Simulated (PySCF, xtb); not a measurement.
disulfane (H2S2), SMILES SS.

Harmonic wavenumbers (cm⁻¹) from GFN2-xTB (xtb) at its own minimum, in rising order: 326, 510, 797, 819, 2343, 2351.

What does PySCF 2.14.0 with B3LYP-D3(BJ)/def2-TZVP give at its own minimum? (Estimate from the structure and the level; the computed values follow.)

450, 503, 896, 900, 2624, 2627. Paired by order, the mean absolute difference is 145 cm⁻¹ and the zero-point energies are 10.2 and 11.4 kcal/mol.
